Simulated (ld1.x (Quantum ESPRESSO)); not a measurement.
oxygen (O): one change to a TM potential, before and after

oxygen (O), norm-conserving Troullier–Martins (Kleinman–Bylander form), made with ld1.x (Quantum ESPRESSO) 7.5 (PBEsol, non-relativistic). Core [He], reference 2s2 2p3 (charge +1). Waves: 2p (bound): rc 1.60 bohr; 2s (bound): rc 0.85 bohr. Local part: the s channel. Core correction: none.

Change: wave 2s (bound): rc 0.85 bohr becomes 2s (bound): rc 0.76 bohr.

Cutoffs: the cutoffs (Ry, on a coarse ladder) from which the occupation-weighted sum of valence levels, in a spherical-Bessel basis at the reference potential, stays within 10 and 1 mRy of its value at 400 Ry; they do not see the model core or the augmentation charge, which bear on the density cutoff. Errors are all-electron minus pseudo energies relative to the spin-unpolarised reference configuration.

**Question.** How do hardness, ghosts and transferability respond?

**Answer.** The potential gets harder (80 Ry and 180 Ry → 90 Ry and 200 Ry); the errors of the 7 common tests hardly move; neither file shows a bound ghost. A smaller radius makes the pseudo-wave follow the all-electron one further in, where it bends more sharply, so more plane waves are needed.

| quantity | base | changed |
| --- | --- | --- |
| cutoff, loose | 80 Ry | 90 Ry |
| cutoff, tight | 180 Ry | 200 Ry |
| bound ghosts | none | none |
| error for 2s2 2p4, meV [ΔE -16.37 eV] | +21 | +20 |
| error for 2s2 2p2, meV [ΔE 33.48 eV] | +96 | +95 |
| error for 2s2 2p1, meV [ΔE 87.20 eV] | +652 | +645 |
| error for 2s2 2p4.3, meV [ΔE -18.48 eV] | +25 | +24 |
| error for 2s1 2p4, meV [ΔE 15.08 eV] | +22 | +20 |
| error for 2s2 2p3.5, meV [ΔE -10.11 eV] | +8.3 | +8.1 |
| error for 2s2 2p0, meV [ΔE 163.84 eV] | +2270 | +2249 |
| s: phases at 1.76 bohr within 0.05 rad from the reference energy up to (Ry; the scan ends near 5) | 3.1 | 3.4 |
| p: phases at 1.76 bohr within 0.05 rad from the reference energy up to (Ry; the scan ends near 5) | 1.9 | 1.9 |
